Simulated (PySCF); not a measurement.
# Pb+ (lead, charge +1): UHF calculation

Configuration: [Xe] 4f14 5d10 6s2 6p1, 2P determinant. Calculation: PySCF 2.14, in ANO-RCC-VTZP (8s7p5d3f2g, 93 functions); scalar relativity by spin-free X2C-1e.

| Property | Result |
| --- | --- |
| Total energy | -20878.830696 hartree |
| One-electron energy | -28548.8175 hartree |
| Hartree (Coulomb) energy | 8059.2833 hartree |
| Exchange energy | -389.2965 hartree |
| ⟨S²⟩ | 0.7574 |
| ⟨L²⟩ | 2.022 |
| Sum of ⟨r⟩ | 45.57 bohr |
| Sum of ⟨r²⟩ | 57.89 bohr² |
| Traceless quadrupole moment −½Σ⟨3z² − r²⟩ along its main axis | -4.32 e·bohr² |
| Langevin diamagnetic susceptibility | -45.9 ×10⁻⁶ cm³/mol |

| shell | electrons | mean orbital energy (eV) | spread (eV) | rms radius, mean of both spins (bohr) |
| --- | --- | --- | --- | --- |
| 1s α | 1 | -88486.4 | 0 | 0.0181 |
| 1s β | 1 | -88486.4 | 0 | 0.0181 |
| 2s β | 1 | -15991.1 | 0 | 0.0730 |
| 2s α | 1 | -15991.1 | 0 | 0.0730 |
| 2p α | 3 | -13787.2 | 0.009 | 0.0673 |
| 2p β | 3 | -13787.2 | 0.034 | 0.0673 |
| 3s α | 1 | -3917.3 | 0 | 0.186 |
| 3s β | 1 | -3917.3 | 0 | 0.186 |
| 3p α | 3 | -3272.5 | 0.012 | 0.189 |
| 3p β | 3 | -3272.4 | 0.089 | 0.189 |
| 3d α | 5 | -2579.5 | 0.056 | 0.173 |
| 3d β | 5 | -2579.5 | 0.075 | 0.173 |
| 4s α | 1 | -932.19 | 0 | 0.408 |
| 4s β | 1 | -932.16 | 0 | 0.408 |
| 4p α | 3 | -716.27 | 0.035 | 0.435 |
| 4p β | 3 | -716.23 | 0.175 | 0.435 |
| 4d α | 5 | -454.33 | 0.124 | 0.462 |
| 4d β | 5 | -454.32 | 0.167 | 0.462 |
| 5s α | 1 | -174.90 | 0 | 0.916 |
| 5s β | 1 | -174.82 | 0 | 0.916 |
| 4f α | 7 | -166.53 | 0.149 | 0.494 |
| 4f β | 7 | -166.52 | 0.189 | 0.494 |
| 5p α | 3 | -112.34 | 0.060 | 1.04 |
| 5p β | 3 | -112.27 | 0.404 | 1.04 |
| 5d α | 5 | -37.109 | 0.292 | 1.39 |
| 5d β | 5 | -36.983 | 0.542 | 1.39 |
| 6s α | 1 | -23.250 | 0 | 2.47 |
| 6s β | 1 | -21.413 | 0 | 2.47 |
| 6p α | 1 | -13.504 | 0 | 3.26 |

Spin-orbit coupling, absent here, splits the open shell strongly.

Densities and radii are taken from the X2C orbitals without a picture-change correction, which distorts them close to the nucleus.

Spin-orbit constants ζ (cm⁻¹) from the X2C one-electron operator on these orbitals: bare nucleus, nucleus screened by l(l+1)(2l+1)/3 electrons, and screened by the Breit-Pauli mean field of the electrons.

```tsv
shell	bare	screened nucleus	mean field
2p	10870000	10600000	n/a
3p	2450000	2391000	n/a
3d	376000	330100	n/a
4p	595400	580900	n/a
4d	81650	71690	n/a
4f	17260	11360	n/a
5p	103800	101200	n/a
5d	9319	8183	n/a
6p	7966	7772	n/a
```

To first order the Landé constant is A = 7772 cm⁻¹, so the lowest level has J = 1/2 and lies 0.964 eV below the centre of the term. First order in ζ underestimates the shift of the j = l − 1/2 level at high Z.
